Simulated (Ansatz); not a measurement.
`[F][SnH]([F])[SiH3]` + `[F][AlH][SH]` → `[F][AlH][S][SiH3]` + `[F][SnH2][F]`  (cleavage of the Si–Sn bond)

Calculated with Ansatz (gas phase, PBE0-D4/def2-TZVP geometries, no zero-point term in ΔE). CCSD(T)/CBS adds triple-zeta CCSD(T) − MP2 to the extrapolated MP2 energy (def2 sets, frozen cores). This one scheme is used for every species. Functionals use def2-TZVPP. B3LYP here is the variant with VWN-RPA as its local correlation; programs differ in this. Elements past krypton have def2 core potentials. For Sn outer-core shells are correlated without core-valence functions, which leaves a few kJ/mol of doubt a bond. Each species was taken in one conformer, which may not be the lowest.

Problem. Is it downhill or uphill in electronic energy at CCSD(T)/CBS, and by how much? (Estimate.)

Solution. The calculation gave: Downhill: ΔE = -5.9 kcal/mol.

Problem. What do these levels give: PBE0-D4, B3LYP-D4, B2PLYP, revPBE, r2SCAN, r2SCANh, BHLYP, RPA@PBE/def2-TZVPP, CCSD/def2-SVP, SCS-MP2/def2-TZVPP, CCSD(T)/def2-TZVPP, MP2/CBS(def2)? (Best estimate.)

Solution. Ansatz gave: PBE0-D4 -5.4, B3LYP-D4 -4.8, B2PLYP -5.5, revPBE -3.3, r2SCAN -5.7, r2SCANh -6.0, BHLYP -5.7, RPA@PBE/def2-TZVPP -5.9, CCSD/def2-SVP -4.9, SCS-MP2/def2-TZVPP -7.3, CCSD(T)/def2-TZVPP -6.4, MP2/CBS(def2) -7.1 kcal/mol.

Largest T1 diagnostic among the species: 0.014.

From PBE to PBE0 (25 % exact exchange), in def2-TZVPP and without D4, ΔE moves by −1.4 kcal/mol. Leaving LDA and LC-ωPBE aside and taking each functional with its dispersion term where it has one, the values, not all of them listed here, spread over 3.8 kcal/mol, from B97M-V to BLYP-D4. LDA lies −0.8 kcal/mol from PBE without D4. The D4 term adds −0.7 kcal/mol with B3LYP and −0.3 kcal/mol with PBE0; it sums over pairs of atoms, weighted by their polarisabilities, and B3LYP, whose exchange is more repulsive, gets the larger term.
